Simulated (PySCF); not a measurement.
A structure optimised at PBE-D3(BJ)/def2-SVP, used in a PySCF frequency run:

```
C
O 1 1.3597
F 1 1.3884 2 110.94
F 1 1.3884 2 110.94 3 -115.72
C 2 1.4380 1 116.08 3 57.86
H 5 1.1043 2 106.13 1 -180.00
H 5 1.1087 6 109.77 2 -119.80
H 5 1.1087 6 109.77 7 -120.40
Si 1 1.9362 2 109.94 5 -180.00
H 9 1.4995 1 107.70 2 180.00
H 9 1.4995 10 110.45 1 118.56
H 9 1.4995 10 110.45 11 122.88
```
Charge 0, spin multiplicity 1.

**Question.** Write its SMILES, formula and point group.

**Answer.** COC(F)(F)[SiH3], C₂H₆F₂OSi, Cs

**Question.** What are its rotational constants (standard atomic weights)?

**Answer.** 4.3344, 1.9720, 1.8594 GHz
